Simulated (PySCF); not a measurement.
# What settings do to a single point of [Nd(SH)4]−

The sound run of [Nd(SH)4]− (singlet in the valence; each metal's 4f electrons, 3 of them, lie in its core potential, out of spins and levels) uses PySCF 2.14.0, RKS r2SCAN, Nd lcecp-1-SVP with ECP49, S def2-SVP, H def2-SVP; non-relativistic Hamiltonian with scalar-relativistic core potentials where named; density fitting; no spin-orbit coupling, grid (50, 194), threshold 1e-8 Eh and 55 cycles, at the relaxed geometry:

```xyz
9

Nd    0.0000    0.0000    0.0000
S     1.6977    1.5031    1.5125
H     2.6923    0.9922    0.7451
S    -1.6977   -1.5031    1.5125
H    -2.6923   -0.9922    0.7451
S     1.5031   -1.6978   -1.5124
H     0.9917   -2.6923   -0.7451
S    -1.5031    1.6978   -1.5124
H    -0.9917    2.6923   -0.7451
```

There Nd1 has a Mulliken charge of 0.60 e and the dipole about the centre of mass is 0.00 D. Each run below changes one thing and starts from free metal ions and neutral atoms unless it says otherwise; with 55 cycles, smearing, a level shift and second-order steps follow where DIIS fails, and their cycles count. Energy shifts count from the sound run. On f atoms grids over 110 angular points are at least (60, 302).

```tsv
change	outcome	cycles	energy shift (eV)	largest force component (eV/Å)	charge on Nd1 (e)	dipole about the centre of mass (D)
all coordinates × 1.05	converged	10	0.47	1.31	0.68	0.00
threshold 0.001	converged	6	0.0007	0.02	0.61	0.00
```

(1) One further run converged with energy shift (eV) 141.18, largest force component (eV/Å) 580.97, charge on Nd1 (e) 1.37, dipole about the centre of mass (D) 3.89. Which change was it?
A. H3 put 0.5 Å from Nd1, limit 63 cycles
B. grid (30, 86)
C. charge changed by +1, spin kept, limit 97 cycles

(2) And the other changes listed?

Unsound on purpose, so not properties of the compound: H3 put 0.5 Å from Nd1, limit 63 cycles.

Forces carry noise of the integration grid, about 0.01 to 0.03 eV/Å.

No frequency check is given that shows the relaxed geometry to be a minimum. An lcecp potential fixes the number of 4f electrons, so in runs with it no electron can move into or out of that shell.

## Answers

(1) A.

(2) 
```tsv
change	outcome	cycles	energy shift (eV)	largest force component (eV/Å)	charge on Nd1 (e)	dipole about the centre of mass (D)
grid (30, 86)	converged	10	0.24	0.02	0.60	0.00
charge changed by +1, spin kept, limit 97 cycles	refused	–	–	–	–	–
```
